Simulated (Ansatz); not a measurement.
Gas-phase electronic energies from Ansatz, PBE0-D4/def2-TZVP geometries. CCSD(T)/CBS is the MP2 limit (def2-TZVPP, def2-QZVPP) plus CCSD(T) − MP2 in def2-TZVPP, frozen cores. This one scheme is used for every species. Functionals use def2-TZVPP. B3LYP here is the variant with VWN-RPA as its local correlation; programs differ in this. HSE06 is defined as in plane-wave codes. Each species was taken in one conformer, which may not be the lowest.

Reaction (ligand exchange at the Si–F bond): `F[Si](F)(Cl)Cl` + NH₃ → `N[Si](F)(Cl)Cl` + H–F

`F[Si](F)(Cl)Cl`:

```xyz
5

F    -1.115    0.533   -1.045
Si   -0.079   -0.006    0.005
F    -0.888   -0.684    1.168
Cl    1.101   -1.375   -0.868
Cl    0.981    1.531    0.741
```

NH₃:

```xyz
4

N     0.076   -0.002   -0.271
H     0.353    0.856    0.190
H    -0.927   -0.089   -0.161
H     0.498   -0.765    0.242
```

`N[Si](F)(Cl)Cl`:

```xyz
7

N     1.004   -0.294    0.306
Si   -0.551    0.156   -0.128
F    -1.578    0.242    1.075
Cl   -0.508    2.012   -0.944
Cl   -1.314   -1.222   -1.404
H     1.675    0.362    0.667
H     1.272   -1.255    0.429
```

H–F:

Cartesian coordinates in Å:
```
F 0.449 0.096 0.022
H -0.449 -0.096 -0.022
```

```
             level  ΔE (kcal/mol)  difference from CCSD(T)/CBS
            PBE-D4           16.2                         -0.5
         revPBE-D4           15.4                         -1.3
           BLYP-D4           17.3                          0.6
         r2SCAN-D4           18.2                          1.5
            B97M-V           19.7                          3.0
           PBE0-D4           15.8                         -0.9
          B3LYP-D4           17.1                          0.4
        r2SCANh-D4           17.8                          1.1
        r2SCAN0-D4           17.3                          0.6
          HSE06-D4           15.8                         -0.9
          BHLYP-D4           17.3                          0.6
      CAM-B3LYP-D4           17.4                          0.7
           ωB97X-V           17.2                          0.5
           ωB97M-V           17.1                          0.4
            B2PLYP           18.2                          1.5
          PBE-QIDH           16.4                         -0.3
               PBE           17.2                          0.5
            revPBE           17.9                          1.2
              BLYP           19.4                          2.7
            r2SCAN           18.4                          1.7
              PBE0           16.7                          0.0
           r2SCANh           18.1                          1.4
           r2SCAN0           17.6                          0.9
             HSE06           16.6                         -0.1
             BHLYP           18.6                          1.9
         CAM-B3LYP           18.3                          1.6
           LC-ωPBE           16.4                         -0.3
RPA@PBE/def2-TZVPP           18.0                          1.3
       HF/def2-SVP           15.5                         -1.2
      MP2/def2-SVP           15.8                         -0.9
  CCSD(T)/def2-SVP           16.4                         -0.3
     HF/def2-TZVPP           19.5                          2.8
SCS-MP2/def2-TZVPP           17.5                          0.8
   CCSD/def2-TZVPP           17.5                          0.8
CCSD(T)/def2-TZVPP           17.3                          0.6
     HF/def2-QZVPP           20.0                          3.3
    MP2/def2-QZVPP           16.3                         -0.4
SCS-MP2/def2-QZVPP           17.4                          0.7
      HF/CBS(def2)           20.1                          3.4
    CCSD/CBS(def2)           17.0                          0.3
       CCSD(T)/CBS           16.7                            0
```

Largest T1 diagnostic among the species: 0.010.

Leaving LDA and LC-ωPBE aside and taking each functional with its dispersion term where it has one, the values spread over 4.3 kcal/mol, from revPBE-D4 to B97M-V. LDA lies −2.0 kcal/mol from PBE without D4. From BLYP to BHLYP (50 % exact exchange), in def2-TZVPP and without D4, ΔE moves by −0.8 kcal/mol.
